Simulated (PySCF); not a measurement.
B(H)(OH)(SiH3) (BH₅OSi), SMILES [SiH3]BO.

Geometry optimised at B3LYP-D3(BJ)/def2-TZVP. One conformer was computed; it need not be the lowest.

Calculation: TDA-M06-2X/def2-SVPD (PySCF 2.14.0).

Vertical excitations. The molecule is in vacuum. State labels are in the subgroup Cs.

Computed lowest excited states:
```json
[
 {"state": "S1", "symmetry": "A\"", "energy (eV)": "5.05", "λ (nm)": "246", "f": "0.006", "main pairs": "HOMO→LUMO 95 %"},
 {"state": "S2", "symmetry": "A'", "energy (eV)": "6.75", "λ (nm)": "184", "f": "0.004", "main pairs": "HOMO→LUMO+1 91 %"},
 {"state": "S3", "symmetry": "A'", "energy (eV)": "7.72", "λ (nm)": "161", "f": "0.011", "main pairs": "HOMO→LUMO+4 49 %, HOMO→LUMO+3 19 %, HOMO→LUMO+2 16 %, HOMO−2→LUMO 9 %"},
 {"state": "S4", "symmetry": "A\"", "energy (eV)": "7.78", "λ (nm)": "159", "f": "0.013", "main pairs": "HOMO−1→LUMO 91 %"},
 {"state": "S5", "symmetry": "A\"", "energy (eV)": "8.01", "λ (nm)": "155", "f": "0.003", "main pairs": "HOMO→LUMO+5 92 %"},
 {"state": "S6", "symmetry": "A'", "energy (eV)": "8.06", "λ (nm)": "154", "f": "0.030", "main pairs": "HOMO−2→LUMO 53 %, HOMO→LUMO+2 38 %"},
 {"state": "S7", "symmetry": "A'", "energy (eV)": "8.19", "λ (nm)": "151", "f": "0.054", "main pairs": "HOMO→LUMO+4 41 %, HOMO→LUMO+3 21 %, HOMO→LUMO+2 19 %, HOMO−2→LUMO 6 %"},
 {"state": "S8", "symmetry": "A'", "energy (eV)": "8.38", "λ (nm)": "148", "f": "0.275", "main pairs": "HOMO→LUMO+3 54 %, HOMO→LUMO+2 18 %, HOMO−2→LUMO 16 %"},
 {"state": "S9", "symmetry": "A'", "energy (eV)": "8.71", "λ (nm)": "142", "f": "0.011", "main pairs": "HOMO−1→LUMO+1 46 %, HOMO→LUMO+6 37 %"},
 {"state": "S10", "symmetry": "A\"", "energy (eV)": "8.83", "λ (nm)": "140", "f": "0.010", "main pairs": "HOMO−4→LUMO 71 %, HOMO−5→LUMO 13 %"},
 {"state": "T1", "symmetry": "A\"", "energy (eV)": "4.42", "λ (nm)": "280", "f": "0", "main pairs": "HOMO→LUMO 97 %"},
 {"state": "T2", "symmetry": "A'", "energy (eV)": "6.48", "λ (nm)": "191", "f": "0", "main pairs": "HOMO→LUMO+1 80 %"},
 {"state": "T3", "symmetry": "A'", "energy (eV)": "7.10", "λ (nm)": "175", "f": "0", "main pairs": "HOMO−3→LUMO 47 %, HOMO−2→LUMO 46 %"},
 {"state": "T4", "symmetry": "A'", "energy (eV)": "7.32", "λ (nm)": "169", "f": "0", "main pairs": "HOMO→LUMO+4 50 %, HOMO→LUMO+3 19 %, HOMO→LUMO+2 11 %, HOMO→LUMO+1 8 %"}
]
```
Triplets are in the Tamm–Dancoff approximation.
